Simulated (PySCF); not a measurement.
A species of formula C7H13B has this rotational fingerprint, computed with PySCF, PBE0-D3(BJ)/def2-SVP geometry optimisation, gas phase:

```
Rotational constants : A = 5168, B = 1070, C = 952.0 MHz
Dipole components    : |μa| = 0.15 D, |μb| = 0.31 D, |μc| = 0.04 D
Inertial defect      : -39.13 u·Å²
κ                    : -0.94
```

Problem. Which structure is it? (One computed conformer of each.)
A. `[CH2:1]=[CH:2][CH2:3][C@H:4]1[CH2:5][BH:6][CH2:7][CH2:8]1` with C1–C2–C3–C4 115°, C2–C3–C4–C5 62°, C3–C4–C5–B6 155°, C4–C5–B6–C7 -11°, C5–B6–C7–C8 -12°, B6–C7–C8–C4 30°
B. `[BH2:1][C@H:2]1[CH2:3][CH:4]=[CH:5][CH2:6][CH2:7][CH2:8]1` with H–B1–C2–C3 26° and -160°, B1–C2–C3–C4 61°, C2–C3–C4–C5 57°, C4–C5–C6–C7 -57°, C5–C6–C7–C8 71°
C. `CB(C)C=C1CCC1`
D. `[BH2:1][C@@H:2]1[CH2:3][CH2:4][CH2:5][C:6](=[CH2:7])[CH2:8]1` with H–B1–C2–C3 96° and -79°, B1–C2–C3–C4 180°, C2–C3–C4–C5 56°, C3–C4–C5–C6 -53°, C4–C5–C6–C7 -126°
E. `[CH2:1]=[CH:2][B:3]1[CH2:4][CH2:5][CH2:6][CH2:7][CH2:8]1` with C1–C2–B3–C4 -174°, C2–B3–C4–C5 158°, B3–C4–C5–C6 42°, C4–C5–C6–C7 -59°, C5–C6–C7–C8 60°

Solution. A. It is C=CC[C@H]1CBCC1, a near-prolate asymmetric top, point group C1. The candidates at the same level (rigid rotor, commonest isotopes):

```tsv
SMILES	A (MHz)	B (MHz)	C (MHz)	μa (D)	μb (D)	μc (D)	Δ (u·Å²)	point group	rotor
C=CB1CCCCC1	3835	1326	1038	0.40	0.13	0.13	-25.89	C1	asymmetric top
B[C@@H]1CCCC(=C)C1	3178	1753	1244	0.17	0.73	0.05	-41.12	C1	asymmetric top
C=CC[C@H]1CBCC1	5168	1070	952.0	0.15	0.31	0.04	-39.13	C1	near-prolate asymmetric top
CB(C)C=C1CCC1	4480	1075	891.3	1.36	0.17	0.06	-16.00	–	asymmetric top
B[C@H]1CC=CCCC1	2620	2134	1504	0.21	0.32	0.78	-93.74	C1	asymmetric top
```

`CB(C)C=C1CCC1` has A 13 % too low; `B[C@@H]1CCCC(=C)C1` has B 64 % too high; `B[C@H]1CC=CCCC1` has B 99 % too high; `C=CB1CCCCC1` has A 26 % too low. No structure here is proved a minimum.
